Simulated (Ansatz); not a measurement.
One geometry of In(PF3)H3 (InPH₃F₃), several levels of theory.

```yaml
crystal:
  periodic: [false, false, false]
  atoms:
    - {symbol: In, position_ang: [0.034266, -0.039506, -1.672147]}
    - {symbol: P, position_ang: [-0.027050, 0.025365, 1.156326]}
    - {symbol: F, position_ang: [-1.430327, 0.114460, 1.894780]}
    - {symbol: F, position_ang: [0.717166, 1.215219, 1.899415]}
    - {symbol: F, position_ang: [0.595973, -1.193866, 1.960819]}
    - {symbol: H, position_ang: [1.764835, -0.092922, -1.703658]}
    - {symbol: H, position_ang: [-0.781391, 1.482876, -1.794123]}
    - {symbol: H, position_ang: [-0.873472, -1.511627, -1.741412]}
basis:
  gaussian: {orbitals: def2-TZVP, initial_orbitals: start.molden}
hamiltonian: {xc: {name: B3LYP}, dispersion: d4}
scf: {omitted_lower_state_checks: [starts]}
output: {orbitals: {seedname: orbitals}}
```

The file start.molden holds the orbitals of an earlier run on this structure, at another level or in another basis.

```sh
$ ansatz run in.yaml --threads 4 --pin off --events-out ev --progress --plain --max-ram 3916MiB
```

Shortened log:

```
Functional definition: B3LYP
1347 factors; their error is unknown
mean field evaluation 1: about -22670.4735 eV, gradient 8.2e0 eV
mean field evaluation 2: about -22670.5348 eV, gradient 6.0e-2 eV
mean field evaluation 4: about -22670.6025 eV, gradient 8.4e-5 eV
mean field -22670.60254876 eV, -833.1292769805 hartree, gradient 9.7e-6 eV, S^2 0.000000; 0 other end points of the search recorded, 0 dependent functions left out
reference -22670.60284077 eV, -833.1292877117 hartree; 33, 33 occupied and 165, 165 virtual orbitals, 1347 factors
Total energy: -22670.87269635 eV, -833.1392047216 hartree
Checks for a lower state left out: starts
```

Hardware: 4 threads of Intel Xeon on a shared host. Wall time 9 s.

The first input with `hamiltonian: {xc: {name: LC-wPBE, parameters: {omega: 0.1/bohr}}}` (abridged; 8 s):

```
Functional definition: LC-wPBE
mean field -22658.29024713 eV, -832.6768082411 hartree, gradient 2.3e-5 eV, S^2 0.000000
Total energy: -22658.29024730 eV, -832.6768082475 hartree
Checks for a lower state left out: starts
```

The first input with `gaussian: {orbitals: def2-TZVPD, initial_orbitals: start.molden}`, `hamiltonian: {xc: r2scan, dispersion: d4}` (abridged; 13 s):

```
Functional definition: r2SCAN
mean field -22666.17306474 eV, -832.9664964452 hartree, gradient 9.4e-6 eV, S^2 0.000000
Total energy: -22666.21299134 eV, -832.9679637206 hartree
Checks for a lower state left out: starts
```

As the first input, with `hamiltonian: {xc: {name: r2SCAN0}, dispersion: d4}` (abridged; 10 s):

```
Functional definition: r2SCAN0
mean field -22663.84868032 eV, -832.8810768934 hartree, gradient 1.5e-5 eV, S^2 0.000000
Total energy: -22663.89687328 eV, -832.8828479519 hartree
Checks for a lower state left out: starts
```

The first input with `gaussian: {orbitals: def2-TZVPD, initial_orbitals: start.molden}`, `hamiltonian: {xc: pbe0, dispersion: d4}` (abridged; 14 s):

```
Functional definition: PBE0
mean field -22656.82839005 eV, -832.6230859845 hartree, gradient 1.6e-5 eV, S^2 0.000000
Total energy: -22656.97075853 eV, -832.6283179297 hartree
Checks for a lower state left out: starts
```

The first input with `correlation: {method: ccsd_t}` and without the key `hamiltonian` (abridged; 3 min):

```
Functional definition: HF
mean field -22591.60183533 eV, -830.2260543106 hartree, gradient 4.9e-6 eV, S^2 0.000000
12 core orbitals not correlated: weight in the atoms' cores, before any rotation towards them, 1.000 or more for the frozen orbitals, at most 0.000 for the correlated occupied ones
second order -32.47616939 eV of doubles, -0.00000000 eV of singles
cycle   1  -32.01908228 eV  change    4.6e-1 eV  update   1.4e-1
cycle   2  -32.81203337 eV  change   -7.9e-1 eV  update   4.1e-2
cycle   3  -32.98356553 eV  change   -1.7e-1 eV  update   2.2e-2
cycle   4  -32.95976033 eV  change    2.4e-2 eV  update   5.3e-3
cycle   5  -32.95399622 eV  change    5.8e-3 eV  update   2.1e-3
cycle   6  -32.95532999 eV  change   -1.3e-3 eV  update   5.8e-4
cycle   7  -32.95509465 eV  change    2.4e-4 eV  update   2.3e-4
cycle   8  -32.95497089 eV  change    1.2e-4 eV  update   6.0e-5
cycle   9  -32.95501272 eV  change   -4.2e-5 eV  update   2.3e-5
cycle  10  -32.95503416 eV  change   -2.1e-5 eV  update   7.8e-6
perturbative correction -1.00634539 eV, -0.0369825109 hartree
Total energy: -22625.56321488 eV, -831.4741119893 hartree
Checks for a lower state left out: starts
```

The first input with `hamiltonian: {xc: {name: r2SCANh}, dispersion: d4}` (abridged; 9.5 s):

```
Functional definition: r2SCANh
mean field -22665.18481223 eV, -832.9301788355 hartree, gradient 1.1e-5 eV, S^2 0.000000
Total energy: -22665.22808643 eV, -832.9317691330 hartree
Checks for a lower state left out: starts
```

Geometry: r2SCAN-D4/def2-SVP.

In the def2 sets In takes a core potential; there is no spin–orbit coupling. B3LYP takes the VWN-RPA correlation. Correlated methods freeze 12 core orbitals; core or outer-core shells of In are correlated, in sets that lack core-valence functions.
